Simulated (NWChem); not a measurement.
The numbers come from NWChem runs, not from measurements. System: H$_{2}$O$_{4}$W, charge 0, spin multiplicity 1, at a geometry optimised with PBE0/def2-SVP with def2 effective core potentials on W. The structure started from a generated list of species.

The NWChem input:

```
start mol
memory heap 200 mb stack 900 mb global 1100 mb
geometry units angstroms nocenter noautoz
  W      0.000000     0.000000     0.027481
  O     -1.367362    -0.135586     1.035778
  O      1.367362     0.135586     1.035778
  O     -0.165185     1.547834    -1.030055
  H      0.394417     2.330826    -1.062591
  O      0.165185    -1.547834    -1.030055
  H     -0.394417    -2.330826    -1.062591
  symmetry group C2
end
basis spherical
  * library def2-tzvp
end
ecp
  W library def2-ecp
end
dft
  xc xpbe96 cpbe96
  semidirect memsize 60000000 filesize 0
  iterations 100
end
task dft energy
```

The output up to the point where the run's verdict is printed (cleaned and shortened):

```
             Northwest Computational Chemistry Package (NWChem) 7.3.0
             --------------------------------------------------------

                                NWChem Input Module
                                -------------------

 Scaling coordinates for geometry "geometry" by  1.889725989
 (inverse scale =  0.529177249)

 Turning off AUTOSYM since
 SYMMETRY directive was detected!

                             Geometry "geometry" -> ""
                             -------------------------

 Output coordinates in angstroms (scale by  1.889725989 to convert to a.u.)

  No.       Tag          Charge          X              Y              Z
 ---- ---------------- ---------- -------------- -------------- --------------
    1 W                   74.0000     0.00000000     0.00000000     0.02748100
    2 O                    8.0000    -1.36736200    -0.13558600     1.03577800
    3 O                    8.0000     1.36736200     0.13558600     1.03577800
    4 O                    8.0000    -0.16518500     1.54783400    -1.03005500
    5 H                    1.0000     0.39441700     2.33082600    -1.06259100
    6 O                    8.0000     0.16518500    -1.54783400    -1.03005500
    7 H                    1.0000    -0.39441700    -2.33082600    -1.06259100

 Effective nuclear repulsion energy (a.u.)     816.1328594339

            Nuclear Dipole moment (a.u.)
            ----------------------------
        X                 Y               Z
 ---------------- ---------------- ----------------
     0.0000000000    -0.0000000000    -0.0000377945

      Symmetry information
      --------------------

 Group name             C2
 Group number              4
 Group order               2
 No. of unique centers     4

      Symmetry unique atoms

     1    2    4    5


 Summary of "ao basis" -> "" (spherical)
 ------------------------------------------------------------------------------
       Tag                 Description            Shells   Functions and Types
 ---------------- ------------------------------  ------  ---------------------
 *                         def2-tzvp                  on all atoms
[...]
 d= 0,ls=0.5,diis    52   -368.8146263363 -1.23D-04  4.47D-05  1.69D-03    71.7
 d= 0,ls=0.5,diis    53   -368.8147312492 -1.05D-04  3.89D-05  1.25D-03    72.8
 d= 0,ls=0.5,diis    54   -368.8147290949  2.15D-06  3.26D-05  1.69D-03    73.9
 d= 0,ls=0.5,diis    55   -368.8147513116 -2.22D-05  4.26D-05  1.80D-03    75.0
 d= 0,ls=0.5,diis    56   -368.8148757300 -1.24D-04  3.54D-05  1.00D-03    76.1
 d= 0,ls=0.5,diis    57   -368.8149221320 -4.64D-05  3.66D-05  9.33D-04    77.3
 d= 0,ls=0.5,diis    58   -368.8149860395 -6.39D-05  4.14D-05  6.79D-04    78.4
 d= 0,ls=0.5,diis    59   -368.8149160194  7.00D-05  3.10D-05  1.59D-03    79.6
 d= 0,ls=0.5,diis    60   -368.8149475603 -3.15D-05  2.87D-05  1.45D-03    80.8
 d= 0,ls=0.5,diis    61   -368.8149318410  1.57D-05  2.77D-05  1.78D-03    81.9
 d= 0,ls=0.5,diis    62   -368.8149041610  2.77D-05  2.56D-05  2.18D-03    83.1
 d= 0,ls=0.5,diis    63   -368.8148836041  2.06D-05  2.61D-05  2.48D-03    84.3
 d= 0,ls=0.5,diis    64   -368.8148992111 -1.56D-05  2.59D-05  2.44D-03    85.4
 d= 0,ls=0.5,diis    65   -368.8149375112 -3.83D-05  3.72D-05  2.22D-03    86.6
 d= 0,ls=0.5,diis    66   -368.8150252724 -8.78D-05  3.07D-05  1.61D-03    87.8
 d= 0,ls=0.5,diis    67   -368.8150745496 -4.93D-05  4.33D-05  1.37D-03    89.0
 d= 0,ls=0.5,diis    68   -368.8151781820 -1.04D-04  4.19D-05  7.11D-04    90.1
 d= 0,ls=0.5,diis    69   -368.8152548760 -7.67D-05  3.28D-05  3.05D-04    91.2
 d= 0,ls=0.5,diis    70   -368.8152813478 -2.65D-05  2.76D-05  2.74D-04    92.4
 d= 0,ls=0.5,diis    71   -368.8152948480 -1.35D-05  2.77D-05  3.16D-04    93.5
 d= 0,ls=0.5,diis    72   -368.8153169912 -2.21D-05  2.59D-05  2.58D-04    94.8
 d= 0,ls=0.5,diis    73   -368.8153201045 -3.11D-06  2.45D-05  3.56D-04    96.0
 d= 0,ls=0.5,diis    74   -368.8153151470  4.96D-06  2.36D-05  5.04D-04    97.1
 d= 0,ls=0.5,diis    75   -368.8153225199 -7.37D-06  2.31D-05  5.25D-04    98.3
 d= 0,ls=0.5,diis    76   -368.8153112144  1.13D-05  2.38D-05  7.11D-04    99.6
 d= 0,ls=0.5,diis    77   -368.8153166640 -5.45D-06  2.42D-05  7.29D-04   100.8
 d= 0,ls=0.5,diis    78   -368.8153285595 -1.19D-05  3.37D-05  6.99D-04   101.9
 d= 0,ls=0.5,diis    79   -368.8153703310 -4.18D-05  2.77D-05  4.34D-04   103.2
 d= 0,ls=0.5,diis    80   -368.8153859890 -1.57D-05  2.67D-05  4.01D-04   104.4
 d= 0,ls=0.5,diis    81   -368.8154042665 -1.83D-05  2.51D-05  3.38D-04   105.5
 d= 0,ls=0.5,diis    82   -368.8154140067 -9.74D-06  2.06D-05  3.31D-04   106.7
 d= 0,ls=0.5,diis    83   -368.8154267310 -1.27D-05  2.07D-05  2.85D-04   107.9
 d= 0,ls=0.5,diis    84   -368.8154413388 -1.46D-05  1.99D-05  2.23D-04   109.0
 d= 0,ls=0.5,diis    85   -368.8154526960 -1.14D-05  2.44D-05  1.88D-04   110.2
 d= 0,ls=0.5,diis    86   -368.8154699760 -1.73D-05  2.40D-05  1.03D-04   111.3
 d= 0,ls=0.5,diis    87   -368.8154790301 -9.05D-06  2.24D-05  9.58D-05   112.4
 d= 0,ls=0.5,diis    88   -368.8154826249 -3.59D-06  2.17D-05  1.28D-04   113.5
 d= 0,ls=0.5,diis    89   -368.8154819603  6.65D-07  2.09D-05  1.89D-04   114.6
 d= 0,ls=0.5,diis    90   -368.8154819444  1.59D-08  2.07D-05  2.36D-04   115.7
 d= 0,ls=0.5,diis    91   -368.8154820403 -9.59D-08  2.23D-05  2.78D-04   116.9
 d= 0,ls=0.5,diis    92   -368.8154874298 -5.39D-06  2.33D-05  2.75D-04   118.1
 d= 0,ls=0.5,diis    93   -368.8154953139 -7.88D-06  2.90D-05  2.53D-04   119.3
 d= 0,ls=0.5,diis    94   -368.8155135502 -1.82D-05  2.67D-05  1.54D-04   120.4
 d= 0,ls=0.5,diis    95   -368.8155232664 -9.72D-06  2.48D-05  1.31D-04   121.6
 d= 0,ls=0.5,diis    96   -368.8155346408 -1.14D-05  2.24D-05  8.49D-05   122.7
 d= 0,ls=0.5,diis    97   -368.8155389748 -4.33D-06  2.05D-05  9.27D-05   123.9
 d= 0,ls=0.5,diis    98   -368.8155449124 -5.94D-06  2.44D-05  8.13D-05   125.0
 d= 0,ls=0.5,diis    99   -368.8155556263 -1.07D-05  2.12D-05  3.42D-05   126.1
 d= 0,ls=0.5,diis   100   -368.8155598655 -4.24D-06  2.19D-05  4.04D-05   127.2
```

Convergence was not reached. The next line reads: Calculation failed to converge. NWChem stopped with the message: dft energy failed.
